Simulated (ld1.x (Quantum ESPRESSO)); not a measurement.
# Before and after: PAW potential for V (Z = 23)

```
Element                 : vanadium (V)
Generator               : ld1.x (Quantum ESPRESSO) 7.5
Type                    : PAW
Functional              : PBE
Relativity              : scalar-relativistic
Frozen core             : [Ar]
Valence charge          : 5
Reference configuration : 3d3 4s2 4p0
Partial waves           : 4s (bound): rcut 2.65, rcutus 3.10 bohr; 4s channel at 0.9 Ry: rcut 2.65, rcutus 3.10 bohr; 4p (bound, empty): rcut 3.25, rcutus 4.10 bohr; 4p channel at 4.4 Ry: rcut 3.25, rcutus 4.10 bohr; 3d (bound): rcut 1.60, rcutus 2.00 bohr; 3d channel at 0.05 Ry: rcut 1.60, rcutus 2.00 bohr
Local potential         : all-electron potential smoothed inside 2.60 bohr (lloc = -1)
Core correction         : Bessel-smoothed model core inside 1.05 bohr
Augmentation charge     : BESSEL, radius 1.75 bohr
```

Change: all radii but the core radius scaled by about 1.10 (s 3.40, p 4.50, d 2.20 bohr, rcut 2.90/3.56/1.76); local potential all-electron potential smoothed inside 2.86 bohr (lloc = -1); augmentation BESSEL, radius 1.92 bohr.

Cutoffs: the cutoffs (Ry, on a coarse ladder) from which the occupation-weighted sum of valence levels, in a spherical-Bessel basis at the reference potential, stays within 10 and 1 mRy of its value at 400 Ry; they do not see the model core or the augmentation charge, which bear on the density cutoff. Errors are all-electron minus pseudo energies relative to the spin-unpolarised reference configuration.

Predict the effect on cutoff, ghosts and configuration errors.

The potential gets softer (25 Ry and 40 Ry → 18 Ry and 30 Ry); a bound ghost appears in p, which as a rule spoils a file; of the 7 tests that both files solve, the error grows in 1 and shrinks in 0 by more than 15 % and 0.3 meV (median size 18.8 → 145.3 meV). A larger radius leaves more room for a smooth pseudo-wave, so fewer plane waves are needed.

```tsv
quantity	base	changed
cutoff, loose	25 Ry	18 Ry
cutoff, tight	40 Ry	30 Ry
loose cutoff by channel (10 mRy a level)	s 6 Ry, d 21 Ry	s 6 Ry, d 18 Ry
bound ghosts	none	p
error for 3d3 4s1 4p0, meV [ΔE 7.73 eV]	-1.4	-1.2
error for 3d3 4s0 4p0, meV [ΔE 22.03 eV]	-8.8	-9.3
error for 3d2 4s0 4p0, meV [ΔE 50.93 eV]	-544	-553
error for 3d3 4s1.5 4p0, meV [ΔE 3.09 eV]	-0.4	-0.3
error for 3d3 4s0 4p1, meV [ΔE 11.84 eV]	+19	-201
error for 3d4 4s0 4p0, meV [ΔE 7.20 eV]	-140	-145
error for 3d2 4s2 4p0, meV [ΔE 10.97 eV]	-206	-201
lowest overlap eigenvalue by channel	s 0.44, p 0.39, d 1.00	s 0.50, p 0.03, d 1.00
```

Changed file: These tests converged, but a pseudo level misses the all-electron one widely, so the file describes the atom poorly there or has found another state: 3d2 4s0 4p0: empty 4p by 2.9 eV (a node warning on the way). A true bound ghost makes a file unfit for plane-wave use even where its test errors are small: the radial tests pick states by their node count and pass the ghost by.
